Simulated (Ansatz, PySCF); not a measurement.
C2H9NSi3, SMILES C1[SiH2][Si@@H]([SiH3])CN=1. Atoms are numbered in the order given.

```xyz
15

Si    -2.4771     0.5581    -0.3120
Si    -0.5594    -0.4515     0.5772
C      0.4001    -1.4988    -0.7619
N      1.7412    -1.0196    -1.0816
C      2.2303     0.0042    -0.5016
Si     1.2504     0.9941     0.8303
H     -3.4707    -0.4646    -0.7584
H     -3.1316     1.4535     0.6872
H     -2.0742     1.3734    -1.4971
H     -0.8712    -1.2668     1.7881
H     -0.1670    -1.5508    -1.7075
H      0.4877    -2.5482    -0.4301
H      3.2520     0.2938    -0.8039
H      1.9647     0.9967     2.1404
H      1.0449     2.4077     0.3977
```
Charge 0, spin multiplicity 1.

Geometry optimised at B3LYP-D3(BJ)/def2-SVP. The structure was generated by enumeration; whether it is a known compound was not checked. Other conformers were not sampled.

Vertical ionisation energy (IE) and electron affinity (EA) in eV. Rows of orbital energies are one-electron estimates. Where ΔSCF, EOM or ADC give a negative EA the extra electron is unbound and the value depends on the basis.

| level | IE | EA |
|---|---|---|
| −ε(HOMO), −ε(LUMO), PBE0/def2-TZVP (PySCF) | 6.68 | 1.04 |
| −ε(HOMO), −ε(LUMO), PBE/def2-TZVP (PySCF) | … | … |
| ΔSCF, PBE0/def2-SVPD (Ansatz), final states of multiplicity 2 and 2 | 8.45 | -0.55 |
| ΔSCF, PBE/def2-SVPD (Ansatz), final states of multiplicity 2 and 2 | 8.25 | -0.38 |

Task: What belongs in the gaps? (The exact figures need the calculation; the answer reports its results.)

Result: 
- −ε(HOMO), −ε(LUMO), PBE/def2-TZVP (PySCF), IE: 5.48
- −ε(HOMO), −ε(LUMO), PBE/def2-TZVP (PySCF), EA: 2.09

Task: What vertical singlet–triplet gap does ΔSCF give with PBE0/def2-SVPD (Ansatz, a program for electronic structure) and with PBE/def2-SVPD (Ansatz)? (The exact figures need the calculation; the answer reports its results.)

Result: 3.19 and 3.15 eV (triplet above singlet where positive).
